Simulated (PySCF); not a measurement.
**Correlation energy of Pt²⁺ (platinum, charge +2)**

[Xe] 4f14 5d7 6s1, high-spin 5F determinant (an excited configuration). All numbers are calculated (PySCF 2.14, the spin-free X2C one-electron Hamiltonian (Gaussian nucleus), in ANO-RCC-VTZP). Frozen: [Xe] 4f14; 8 electrons correlated.

```tsv
level	correlation energy (mhartree)
CCSD	-171.33
(T)	-4.27
CCSD(T)	-175.60
```

Diagnostics: T1 = 0.0048, D1 = 0.0140, largest double amplitude 0.021.

Spin-orbit coupling, absent here, splits the open shell strongly.

Cost of the coupled-cluster step: about 4 core-seconds, for 8 correlated electrons.
